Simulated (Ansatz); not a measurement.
Start from `C[C](F)(Cl)[GeH3]` and change one atom or group to get `BC(C)(F)Cl`.

Ansatz, PBE0-D4/def2-TZVP geometries, multiplicity 1. 

Scalar relativity is left out up to krypton.

```json
{"property": "size of the dipole moment (B3LYP/def2-TZVPP) / D", "`C[C](F)(Cl)[GeH3]`": "2.01"}
{"property": "HOMO–LUMO gap (ωB97M-V/def2-TZVPP) / eV", "`C[C](F)(Cl)[GeH3]`": "12.35"}
{"property": "LUMO energy (B3LYP/def2-TZVPP) / eV", "`C[C](F)(Cl)[GeH3]`": "-0.05"}
{"property": "HOMO–LUMO gap (B3LYP/def2-TZVPP) / eV", "`C[C](F)(Cl)[GeH3]`": "7.83"}
{"property": "HOMO energy (PBE/def2-TZVPP) / eV", "`C[C](F)(Cl)[GeH3]`": "-6.76"}
{"property": "LUMO energy (PBE0/def2-TZVPP) / eV", "`C[C](F)(Cl)[GeH3]`": "0.21"}
```

(1) What does the change do to each property? (Best estimate.)

## Answers

(1) The calculation gave: 
```tsv
property	`BC(C)(F)Cl`	shift
size of the dipole moment (B3LYP/def2-TZVPP) / D	2.16	0.15
HOMO–LUMO gap (ωB97M-V/def2-TZVPP) / eV	12.38	0.03
LUMO energy (B3LYP/def2-TZVPP) / eV	-1.14	-1.09
HOMO–LUMO gap (B3LYP/def2-TZVPP) / eV	7.48	-0.35
HOMO energy (PBE/def2-TZVPP) / eV	-7.40	-0.64
LUMO energy (PBE0/def2-TZVPP) / eV	-0.86	-1.07
```

With PBE0 the HOMO falls by 0.76 eV and the LUMO falls by 1.07 eV, so the gap narrows by about 0.31 eV. PBE moves the HOMO by -0.64 eV and ωB97M-V by -0.84 eV. Dipoles are sizes alone; their direction can turn.

B3LYP here is the variant with VWN-RPA as its local correlation; programs differ in this.
